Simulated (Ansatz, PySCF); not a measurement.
C4H2N2, SMILES C#C/C=N/C#N. Atoms are numbered in the order given.

```xyz
8

C     -0.2031    -2.9655     0.0000
C      0.0514    -1.7795     0.0000
C      0.4262    -0.4092     0.0000
N     -0.4520     0.5279     0.0000
C     -0.0791     1.8023     0.0000
N      0.1430     2.9454     0.0000
H     -0.4473    -4.0133     0.0000
H      1.5098    -0.1987     0.0000
```

Coordinates come from a PBE0-D3(BJ)/def2-SVP optimisation. The structure was generated by enumeration; whether it is a known compound was not checked.

Two levels are set side by side: PBE-D3(BJ)/def2-SVP (Ansatz, a quantum-chemistry and plane-wave program) and PBE0-D3(BJ)/def2-SVP (Ansatz). Each level has its own optimised geometry; the coordinates shown are those of the second. Frequencies come from the Hessian of PySCF at each geometry. Differences are taken from unrounded values.

| quantity | PBE0-D3(BJ) |
|---|---|
| mean bond length (Å) | 1.227 |
| bond C1–C2 (Å) | 1.213 |
| bond C2–C3 (Å) | 1.421 |
| bond C3–N4 (Å) | 1.284 |
| bond N4–C5 (Å) | 1.328 |
| bond C5–N6 (Å) | 1.164 |
| bond C1–H7 (Å) | 1.076 |
| bond C3–H8 (Å) | 1.104 |
| highest harmonic wavenumber (cm⁻¹) | 3480 |
| mean harmonic wavenumber (cm⁻¹) | 1194 |
| zero-point energy (kcal/mol) | 30.71 |

Q: What does PBE-D3(BJ) give, and how far is it from PBE0-D3(BJ)? (The exact figures need the calculation; the answer reports its results.)

A: 
```tsv
quantity	PBE-D3(BJ)	PBE-D3(BJ) minus PBE0-D3(BJ)
mean bond length (Å)	1.236	0.009
bond C1–C2 (Å)	1.226	0.013
bond C2–C3 (Å)	1.420	-0.001
bond C3–N4 (Å)	1.302	0.018
bond N4–C5 (Å)	1.328	0.000
bond C5–N6 (Å)	1.182	0.018
bond C1–H7 (Å)	1.082	0.007
bond C3–H8 (Å)	1.113	0.009
highest harmonic wavenumber (cm⁻¹)	3397	-82
mean harmonic wavenumber (cm⁻¹)	1143	-51
zero-point energy (kcal/mol)	29.41	-1.31
```

GGA bonds tend to be longer and softer than those of functionals with exact exchange. Differences between two approximate levels are no errors against the true value.
